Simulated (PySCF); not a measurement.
H5NO2Sn, SMILES [SnH]([OH])([OH])[NH2]. The structure is a stationary point at PBE-D3(BJ)/def2-SVP. The structure was generated by enumeration; whether it is a known compound was not checked. The def2 effective core potentials stand for the cores of Sn; spin–orbit coupling is left out. Other conformers were not sampled.

Task: Give the equilibrium geometry at PBE-D3(BJ)/def2-SVP (PySCF confirms it by a frequency run) as Cartesian coordinates in Å. (Estimate from the structure and the level; the computed values follow.)

Result: This is not unique; one that fits is 
```xyz
9

Sn     0.0440     0.0189     0.2526
N     -1.5283    -1.1838    -0.2952
O     -0.4243     1.7410    -0.6759
O      1.7262    -0.7034    -0.5703
H      0.4286     0.1972     1.9286
H     -1.9870    -1.6131     0.5197
H     -2.2358    -0.5984    -0.7624
H      0.3950     2.2285    -0.8895
H      1.4803    -1.1712    -1.3929
```
Charge 0, spin multiplicity 1.
